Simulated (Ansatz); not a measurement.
Born–Oppenheimer molecular dynamics of CH$_{9}$FOSi$_{2}$ (14 atoms, charge 0, multiplicity 1). It starts from a rough guess of a transition structure, not a stationary point.

Level of theory: Ansatz, UKS CAM-B3LYP/STO-3G.

```
ensemble                      : NVE (velocity Verlet)
time step                     : 0.5 fs
steps asked                   : 150
starting velocities drawn for : 100 K
seed                          : 830231
```

First frame:

```xyz
14
Properties=species:S:1:pos:R:3
Si -0.253 0.174 0.912
Si 1.548 -1.631 0.411
O -1.423 0.335 -0.179
C -1.619 1.253 -1.212
H 0.085 1.213 1.872
H -1.013 -0.854 1.643
H 1.352 0.164 -0.076
F 0.955 1.297 -0.227
H 0.965 -2.579 -0.541
H 2.989 -1.629 0.114
H 1.451 -2.223 1.743
H -0.827 1.178 -1.959
H -2.579 1.032 -1.678
H -1.630 2.272 -0.822
```

(1) How far do the bonds stretch over the last three quarters of this one trajectory? (Pairs bonded in most of those frames.)

Results:

(1) 
```json
{"bond": "Si1–Si2", "mean (Å)": "2.278", "spread (Å)": "0.090", "shortest": "2.13", "longest": "2.39"}
{"bond": "Si1–O3", "mean (Å)": "1.760", "spread (Å)": "0.091", "shortest": "1.59", "longest": "1.87"}
{"bond": "Si1–H5", "mean (Å)": "1.450", "spread (Å)": "0.006", "shortest": "1.44", "longest": "1.46"}
{"bond": "Si1–H6", "mean (Å)": "1.447", "spread (Å)": "0.014", "shortest": "1.42", "longest": "1.47"}
{"bond": "Si2–H9", "mean (Å)": "1.444", "spread (Å)": "0.022", "shortest": "1.41", "longest": "1.48"}
{"bond": "Si2–H10", "mean (Å)": "1.442", "spread (Å)": "0.032", "shortest": "1.39", "longest": "1.49"}
{"bond": "Si2–H11", "mean (Å)": "1.445", "spread (Å)": "0.021", "shortest": "1.41", "longest": "1.47"}
{"bond": "O3–C4", "mean (Å)": "1.464", "spread (Å)": "0.048", "shortest": "1.39", "longest": "1.55"}
{"bond": "C4–H12", "mean (Å)": "1.110", "spread (Å)": "0.020", "shortest": "1.08", "longest": "1.14"}
{"bond": "C4–H13", "mean (Å)": "1.108", "spread (Å)": "0.016", "shortest": "1.08", "longest": "1.13"}
{"bond": "C4–H14", "mean (Å)": "1.109", "spread (Å)": "0.009", "shortest": "1.09", "longest": "1.13"}
{"bond": "H7–F8", "mean (Å)": "1.014", "spread (Å)": "0.088", "shortest": "0.88", "longest": "1.13"}
```

Mean temperature of the second half: 1130 K. The conserved energy stayed within 0.85 meV per atom of its start (net change 0.47 meV per atom), so the integration is sound. The system heated up, since it started high on the potential surface and ran downhill. A run of 0.075 ps of so small a system gives no equilibrium averages. The orbitals stay closed-shell, which can raise the energy where a bond breaks towards radicals; this wasn't checked here. Limits of this set-up: minimal basis.

Time of the run: 13 min on 1 thread of Arm Neoverse V1, on a shared host, peak memory 0.18 GiB.
